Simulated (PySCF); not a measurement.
B(H)(OEt)(NH2) (C2H8BNO), SMILES CCOBN.

The structure is a stationary point at B3LYP-D3(BJ)/def2-SVP. This is a generated structure with no PubChem entry under its InChIKey; it may be hypothetical. One conformer was computed; it need not be the lowest.

Computed with PBE/def2-TZVP (PySCF).

Isolated molecule, no solvent.

```yaml
total_energy: -235.72600 hartree
highest_occupied_level: -6.02 eV
lowest_empty_level: 0.35 eV
orbital_gap: 6.37 eV
dipole_moment: 0.44 D
quadrupole, principal values (traceless, Buckingham form, about the centre of nuclear charge): -5.36, -3.35, 8.71 D·Å
mean_static_polarisability: 54.9 bohr³ (8.13 Å³)
polarisability_principal_values: 46.0, 49.7, 68.9 bohr³
```
